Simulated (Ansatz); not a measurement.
Saddle point of GaH$_{5}$O$_{3}$, closed shell (GaH₃O₃ ([OH][Ga]([OH])[OH]) + H₂ → GaH₃O₂ ([OH][GaH][OH]) + H₂O (still joined by a long Ga–O bond); bonds formed: Ga1–H6, O2–H5; bonds broken: H5–H6; bonds weakened to dative contacts: Ga1–O2), PBE0-D4/def2-TZVP structure:

Ga1  (-0.048, -0.277, 0.183)
O2  (0.219, 1.045, -1.201)
O3  (1.507, -0.745, 0.909)
O4  (-1.377, -1.442, -0.014)
H5  (-0.215, 1.542, -0.091)
H6  (-0.590, 1.351, 0.823)
H7  (1.138, 1.244, -1.414)
H8  (1.502, -1.625, 1.290)
H9  (-2.136, -1.093, -0.486)
(Å)

Energies are electronic, without zero-point energy. Barriers and step energies count from the start structure reached by relaxing down the imaginary mode; all methods use the PBE0-D4 structures, on which another method's saddle can fall below an end. Program: Ansatz 0.2.0. Basis: def2-TZVPP, with def2-QZVPP for the basis limit. Cores are frozen in the correlated methods. Filled d shells of the heavier atoms are correlated. The def2 sets are not built for correlating such inner shells, so the correlated values are less sure here. B3LYP uses VWN-RPA correlation. Extrapolation: Hartree–Fock as exp(−7.88 √X), correlation as X^−2.97.

| method | barrier (eV) | step energy (eV) |
| --- | --- | --- |
| SPW92 | 0.531 | -0.569 |
| PBE-D4 | 0.868 | -0.297 |
| BLYP-D4 | ? | -0.198 |
| r2SCAN-D4 | ? | -0.305 |
| B97M-V | 0.980 | -0.385 |
| PBE0-D4 | 0.949 | -0.354 |
| B3LYP-D4 | 1.076 | -0.267 |
| r2SCAN0-D4 | 0.993 | -0.354 |
| BHLYP-D4 | 1.172 | -0.329 |
| CAM-B3LYP-D4 | 1.061 | -0.330 |
| wB97X-V | 1.093 | -0.298 |
| wB97M-V | 1.075 | -0.343 |
| B2PLYP | 1.118 | -0.236 |
| PBE-QIDH | 1.046 | -0.324 |
| RPA on PBE | ? | -0.235 |
| HF | 1.501 | -0.248 |
| MP2 | 1.133 | -0.207 |
| CCSD | 1.186 | -0.280 |
| CCSD(T) | 1.127 | -0.268 |

(1) Fill in the withheld barriers. (Judge from chemistry; the value comes from the calculation.)

The T1 diagnostic stays at or below 0.015.

Results:

(1) The calculation gives: RPA on PBE 1.134; r2SCAN-D4 0.933; BLYP-D4 1.038 eV. Each is the energy of the saddle less that of the start structure, by the same method.

For comparison, the barrier by CCSD(T) at an estimated basis limit (MP2 extrapolated from triple and quadruple zeta, plus CCSD(T) − MP2 in triple zeta) is 1.146 eV.

Labels in which every atom is bracketed show which atoms are joined, not bond orders.

For scale, one of the runs: CCSD(T)/def2-TZVPP, 211 basis functions, launched by `ansatz run in.yaml --threads 4 --pin off --events-out ev --progress --plain --max-ram 9574MiB`. The run took 85 s on 4 CPU threads of an Arm Neoverse V2 (shared host), with 3.2 GiB of host memory at its peak.
